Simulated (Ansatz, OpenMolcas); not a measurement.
## How methods differ on GaCl3 (gallium trichloride (monomer))

GaCl3 has 4 atoms, charge 0, and is taken as a singlet. As SMILES, `[Cl][Ga]([Cl])[Cl]`. The shape is that of a PBE0-D4/def2-TZVP optimisation.

Quantity: the electronic atomisation energy, in eV. The values are calculated. Electronic energies at fixed atoms, without zero-point motion or spin-orbit coupling.

```
                level                    kind     program  value (eV)  CPU time (all runs)
       HF/aug-cc-pVDZ            Hartree–Fock      Ansatz        8.35                 17 s
    SVWN5/aug-cc-pVDZ                     LDA  OpenMolcas       12.76                 42 s
     TPSS/aug-cc-pVDZ                meta-GGA  OpenMolcas       10.97                 92 s
    B3LYP/aug-cc-pVDZ           global hybrid      Ansatz       10.33                 42 s
   M06-2X/aug-cc-pVDZ         hybrid meta-GGA  OpenMolcas       11.21                 84 s
CAM-B3LYP/aug-cc-pVDZ  range-separated hybrid      Ansatz       10.55                 40 s
      MP2/aug-cc-pVDZ     perturbation theory      Ansatz       11.30                 21 s
     CCSD/aug-cc-pVDZ   coupled cluster or CI      Ansatz       10.39                 75 s
```

All-electron rows without a relativistic Hamiltonian named are non-relativistic. The values span 8.35 to 12.76 eV. In the correlated wave-function rows the outer d shell of Ga is correlated, in sets not made for it. Times are those of the runs behind each value, whatever else they computed, on shared processors of several kinds: orders of magnitude only.
